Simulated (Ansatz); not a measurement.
C$_{3}$H$_{7}$In (`C=[CH][InH][CH3]`). Total charge 0; spin multiplicity 1. In: def2 effective core potential.

```xyz
11

C     1.4225   -0.3256   -2.0862
C     0.5931   -0.7008   -1.1133
In   -0.0531    0.6768    0.3935
C    -1.4047    0.0993    1.9665
H     1.7635   -1.0108   -2.8618
H     1.8063    0.6897   -2.1598
H     0.2568   -1.7371   -1.1139
H     0.5762    2.2857    0.2488
H    -1.0936    0.5305    2.9193
H    -2.4053    0.4774    1.7420
H    -1.4616   -0.9850    2.0650
```

Q: List the harmonic frequencies (cm⁻¹, unscaled) at PBE0-D4/def2-TZVP in Ansatz. (An estimate is asked.)

A: Computed: 18, 68, 87, 244, 364, 430, 439, 499, 554, 676, 726, 1002, 1003, 1057, 1194, 1272, 1434, 1448, 1451, 1644, 1781, 3055, 3102, 3130, 3138, 3157, 3183.

Q: Is this a minimum?

A: Yes, all 27 modes are real.

Q: Give the ideal-gas thermochemistry at 298.15 K and 1 bar (rigid rotor, harmonic oscillator; point group C1, symmetry number 1).

A: Zero-point energy 216.3 kJ/mol; H(298) − E = 238.4 kJ/mol; entropy 371.5 J/(mol·K), of which translation 172.0, rotation 109.3, vibration 90.2; G(298) − E = 127.6 kJ/mol. Modes under 100 cm⁻¹ are hindered rotations or soft bends, so the harmonic entropy is rough.
